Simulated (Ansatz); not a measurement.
Computed with Ansatz on PBE0-D4/def2-TZVP structures; ΔE is electronic, products minus reactants. CCSD(T)/CBS adds triple-zeta CCSD(T) − MP2 to the extrapolated MP2 energy (def2 sets, frozen cores). This one scheme is used for every species. DFT in def2-TZVPP. B3LYP here is the variant with VWN-RPA as its local correlation; programs differ in this. HSE06 is defined as in plane-wave codes. One conformer a species, not always the lowest.

Reaction (ligand exchange at the Si–S bond): `S[Si](Cl)(Cl)Cl` + HCl → silicon tetrachloride + H₂S

| level | ΔE (kJ/mol) | difference from CCSD(T)/CBS |
| --- | --- | --- |
| LDA (SPW92) | -28.4 | 4.0 |
| PBE-D4 | -27.8 | 4.6 |
| revPBE-D4 | -27.2 | 5.2 |
| BLYP-D4 | -31.2 | 1.2 |
| r2SCAN-D4 | -32.8 | -0.4 |
| B97M-V | -34.8 | -2.4 |
| B3LYP-D4 | -32.6 | -0.2 |
| r2SCANh-D4 | -32.9 | -0.5 |
| r2SCAN0-D4 | -33.2 | -0.8 |
| HSE06-D4 | -29.6 | 2.8 |
| BHLYP-D4 | -35.1 | -2.7 |
| ωB97X-V | -34.1 | -1.7 |
| ωB97M-V | -34.7 | -2.3 |
| B2PLYP | -34.8 | -2.4 |
| PBE-QIDH | -32.1 | 0.3 |
| PBE | -29.7 | 2.7 |
| revPBE | -30.3 | 2.1 |
| BLYP | -34.8 | -2.4 |
| r2SCAN | -33.3 | -0.9 |
| PBE0 | -31.3 | 1.1 |
| B3LYP | -35.6 | -3.2 |
| r2SCANh | -33.5 | -1.1 |
| r2SCAN0 | -33.8 | -1.4 |
| HSE06 | -31.3 | 1.1 |
| BHLYP | -38.0 | -5.6 |
| CAM-B3LYP | -36.9 | -4.5 |
| LC-ωPBE | -33.1 | -0.7 |
| MP2/def2-SVP | -35.3 | -2.9 |
| CCSD/def2-SVP | -36.9 | -4.5 |
| CCSD(T)/def2-SVP | -35.8 | -3.4 |
| HF/def2-TZVPP | -41.7 | -9.3 |
| MP2/def2-TZVPP | -32.1 | 0.3 |
| SCS-MP2/def2-TZVPP | -34.0 | -1.6 |
| CCSD(T)/def2-TZVPP | -32.2 | 0.2 |
| HF/def2-QZVPP | -42.4 | -10.0 |
| MP2/def2-QZVPP | -32.4 | 0.0 |
| SCS-MP2/def2-QZVPP | -34.3 | -1.9 |
| HF/CBS(def2) | -42.5 | -10.1 |
| MP2/CBS(def2) | -32.3 | 0.1 |
| CCSD/CBS(def2) | -34.0 | -1.6 |
| CCSD(T)/CBS | -32.4 | 0 |

(1) What do rigid-rotor, harmonic-oscillator terms from PBE0-D4/def2-TZVP frequencies (298.15 K, 1 bar) make of the CCSD(T)/CBS value? (Estimate.)

Largest T1 diagnostic among the species: 0.010.

Results:

(1) The calculation gave: ΔZPE = +0.8 kJ/mol, ΔH = -32.3 kJ/mol, ΔS = -15 J/(mol·K), ΔG = -27.9 kJ/mol.

At CCSD(T), def2-SVP lies −3.4 kJ/mol from the extrapolated value and def2-TZVPP +0.2 kJ/mol. Leaving LDA and LC-ωPBE aside and taking each functional with its dispersion term where it has one, the values spread over 7.9 kJ/mol, from BHLYP-D4 to revPBE-D4.
